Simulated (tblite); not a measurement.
Species: C3H8OSi.
Cartesian coordinates in Å at the GFN2-xTB level; atoms count from 1:
```
atom  x, y, z in Å
C1     2.4757    0.6712    0.2088
C2     1.4721   -0.1408    0.4786
C3     0.2488   -0.2866   -0.3731
O4    -0.8947   -0.1477    0.4219
Si5   -2.4551   -0.1420   -0.0026
H6     2.4792    1.2964   -0.6692
H7     3.3406    0.7377    0.8463
H8     1.4703   -0.7534    1.3693
H9     0.2466   -1.2831   -0.8399
H10    0.2463    0.4619   -1.1746
H11   -2.8499   -1.4206   -0.6049
H12   -2.7373    0.9137   -0.9811
H13   -3.0471    0.0938    1.3026
```

Computed with GFN2-xTB (tblite): harmonic, unscaled wavenumbers at the GFN2-xTB geometry, gas phase. Errors from tens to a few hundred cm⁻¹ against measured bands are possible. Modes of hydrogen on silicon can be 10 to 20 % off. One conformer, not necessarily the lowest.

Harmonic wavenumbers (cm⁻¹): 31.1, 65.9, 153.9, 163.6, 312.2, 405.0, 594.2, 602.4, 634.7, 745.6, 799.4, 836.1, 848.9, 899.1, 927.4, 968.4, 1020.4, 1130.3, 1147.7, 1222.9, 1267.3, 1332.1, 1412.6, 1469.1, 1719.8, 2205.0, 2240.1, 2355.4, 2855.8, 2908.8, 3075.6, 3099.3, 3128.6.

A = 19699, B = 1534, C = 1520 MHz; mass 88.034 u (most abundant isotopes); point group C1, symmetry number 1.

Question: What is the zero-point energy?

Answer: ½Σν̃ = 21289 cm⁻¹ = 254.68 kJ/mol.

Question: Give the ideal-gas entropy at 400 K and 1 bar in the rigid-rotor, harmonic-oscillator model (classical rotation).

Answer: Translation 170.81, rotation 113.92, vibration 112.62: S = 397.3 J/(mol K).

Question: And Cp and H(400 K) − H(0)?

Answer: Cp = 142.28 J/(mol K), of which vibrations give 109.02 (their classical limit is 33 R = 274.4); H(400 K) − H(0) = 35.33 kJ/mol without the zero-point energy, 22.03 from vibrations.

Question: Blend soft modes into free rotors: weight 1/[1 + (100 cm⁻¹/ν̃)⁴] for the oscillator and the rest for a rotor with moment μB/(μ + B), μ = h/(8π²ν), B = 10⁻⁴⁴ kg m². What vibrational entropy results?

Answer: 99.15 J/(mol K) in place of 112.62, which changes −T·S at 400 K by +5.39 kJ/mol.

Question: What must be added to the electronic energy to get the Gibbs energy at 400 K and 1 bar?

Answer: ZPE + [H(400 K) − H(0)] − T·S = 254.68 + 35.33 − 158.94 = 131.07 kJ/mol.

Question: Which modes carry the vibrational entropy at 400 K?

Answer: 31.1 cm⁻¹: 26.53; 65.9 cm⁻¹: 20.30; 153.9 cm⁻¹: 13.34; 163.6 cm⁻¹: 12.84; 312.2 cm⁻¹: 7.77; 405.0 cm⁻¹: 5.88 J/(mol K); the other 27 give 25.95 together.

Question: How do the functions run with temperature in this model?

Answer: 
```
 T (K)  S (J/(mol K))  Cp (J/(mol K))  H − H(0) (kJ/mol)  G − H(0) (kJ/mol)  ln q(vib)
    50          230.2            51.0               2.10              -9.41       0.71
   100          269.6            63.2               4.98             -21.98       1.74
298.15          359.7           114.4              22.23             -85.03       5.23
373.15          387.7           135.3              31.60            -113.07       6.48
   500          431.7           165.4              50.75            -165.08       8.57
   750          507.3           207.5              97.76            -282.73      12.58
  1000          571.0           235.1             153.31            -417.74      16.33
```

q(vib) and H(0) count from the zero-point level.

Hindered rotation and anharmonicity are outside this model. Other conformers, if any are populated, would add a mixing term that is left out. The structure is chiral; the term R ln 2 for an equal mix with its mirror image is left out.
